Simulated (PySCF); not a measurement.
SMILES Br/C=C\[Si](Cl)(Cl)Cl (C₂H₂BrCl₃Si) (PBE/def2-SVP optimised geometry):

```
9

Cl    -1.031    -2.763    -1.734
Si    -0.373    -1.845     0.000
Cl     1.692    -1.845     0.000
Cl    -1.031    -2.950     1.616
C     -1.072    -0.118     0.000
C     -0.916     0.845     0.929
Br     0.088     0.665     2.518
H     -1.692     0.148    -0.875
H     -1.371     1.845     0.840
```

Computed with PBE/def2-TZVP in PySCF.

Question: What are the frontier orbital energies and the dipole moment?

Answer: HOMO-2 -7.77 eV, HOMO-1 -7.35 eV, HOMO -6.85 eV, LUMO -2.65 eV, LUMO+1 -1.46 eV; dipole moment 2.23 D.

On the same geometry PBE0/def2-TZVP (PySCF) gives HOMO-2 -9.20 eV, HOMO-1 -8.67 eV, HOMO -8.00 eV, LUMO -1.79 eV, LUMO+1 -0.45 eV; dipole moment 2.34 D.

Meta-Löwdin charges at PBE/def2-TZVP: Cl1 -0.26, Si2 0.92, Cl3 -0.25, Cl4 -0.25, C5 -0.39, C6 -0.10, Br7 0.02, H8 0.16, H9 0.15.
